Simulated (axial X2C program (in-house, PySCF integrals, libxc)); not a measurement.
# FCoF: properties at the nuclei

Computed with an in-house all-electron X2C program for linear molecules (integrals from PySCF): two-component X2C with atomic mean-field Coulomb and Gaunt terms, Gaussian nuclei, basis F dyall-av3z, Co dyall-v3z with contracted cores.

F–Co–F held linear, with bonds 1.708 and 1.708 Å (near the PBE0 minimum at charge 0 of the determinant lowest at the starting distance; the state shown can have its own minimum elsewhere, held linear; other orders of the atoms were not compared).

Determinant lowest in the PBE0 search, Ω = 3/2 (⟨Sz⟩ = 1.50, ⟨Lz⟩ = 0.00 at PBE0), spin on the atoms F 0.05, Co 1.39, F 0.05:

```tsv
level	A∥/gI F (MHz)	qzz F (a.u.)	A∥/gI Co (MHz)	qzz Co (a.u.)
PBE0	-1.57	0.64	663	2.69
HF	6.86	0.52	454	2.22
TPSSh	-4.51	0.64	701	2.66
```

A∥ (defined per Ω) follows by multiplying with gI = μI/(I μN); qzz is the electric field gradient, eQq0 = 234.96 MHz × Q/barn × qzz. The operators were transformed with the bare-nucleus X2C matrices; with these basis sets, hyperfine constants and field gradients can be off by tens of per cent, and where levels differ in sign neither size nor sign is settled.

Task: With gI(59Co) = 1.3220, Q(59Co) = 0.42 barn (g factors from the IAEA table of nuclear moments by Stone; Q from Pyykkö, Mol. Phys. 2018), turn the PBE0 values of the first state into constants in MHz.

Result: A∥(59Co) = 663 × 1.3220 = 876 MHz; eQq0(59Co) = 234.96 × (0.42) × (2.69) = 265 MHz.

The molecule was held linear; bending was not examined, so a bent shape may lie lower.

Each state is one determinant with collinear spin, which with several unpaired electrons need not be a pure state. Unrestricted Hartree–Fock can overshoot spin polarisation at the nuclei. This is the top spin component of a Σ state; components of lower Ω are not single determinants and can lie lower. With several open shells hyperfine constants can be off by a factor of several. At HF a later determinant lies lower. States lie within half an eV, so the first need not be the ground state. Further determinants of the search, some of them spin-mixed, are not shown. Where a field gradient or hyperfine factor spreads by more than a factor of two over the levels, a constant derived from it is not to be relied on.
